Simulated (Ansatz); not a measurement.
System: C$_{4}$H$_{10}$O$_{2}$ (charge 0, singlet). 
Structure (B3LYP-D3(BJ)/def2-TZVP (Ansatz, a program for electronic structure) minimum search):
```
C
O 1 1.3907
H 1 1.1054 2 109.84
C 2 1.4187 1 114.21 3 52.26
H 4 1.0882 2 106.73 1 -175.56
H 4 1.0916 5 109.64 2 120.73
H 4 1.0972 5 109.14 6 119.44
O 1 1.4213 3 107.79 2 117.95
C 8 1.4111 1 114.54 3 36.90
H 9 1.0887 8 107.04 1 -174.55
H 9 1.0963 10 108.59 8 121.38
H 9 1.0975 10 108.98 11 118.00
C 1 1.5138 3 111.08 2 -119.26
H 13 1.0899 1 109.13 3 178.84
H 13 1.0900 14 109.16 1 120.59
H 13 1.0903 14 109.02 15 118.52
```
Charge 0, spin multiplicity 1.

Wanted: atomisation energy (electronic, to ground-state atoms); the coupled-cluster value holds the core correlation from cc-pwCVTZ, in kcal/mol. Valence correlation only, unless marked. Open shells are spin-unrestricted. No spin-orbit coupling. Non-relativistic. CBS marks a two-point X^-3 extrapolation of the correlation energy; Hartree-Fock from the larger set.

Level to compare with: CCSD(T)/CBS(cc-pVTZ,cc-pVQZ) plus the core term (Ansatz), 1489.8 kcal/mol. It is a level with limits of its own, and the differences hold the functionals' basis error too.

Q: Rank these functionals by how close they come to CCSD(T)/CBS(cc-pVTZ,cc-pVQZ), closest first: r2SCAN0/def2-TZVPD (Ansatz); BHLYP/def2-TZVPD (Ansatz); r2SCAN/def2-TZVPD (Ansatz); wB97X-V/def2-TZVPD (Ansatz).

A: wB97X-V/def2-TZVPD (range-separated hybrid with VV10, 1486.9 kcal/mol, difference -2.9), r2SCAN/def2-TZVPD (meta-GGA, 1485.5 kcal/mol, difference -4.3), r2SCAN0/def2-TZVPD (hybrid meta-GGA, 1463.2 kcal/mol, difference -26.6), BHLYP/def2-TZVPD (global hybrid, 1432.2 kcal/mol, difference -57.6)
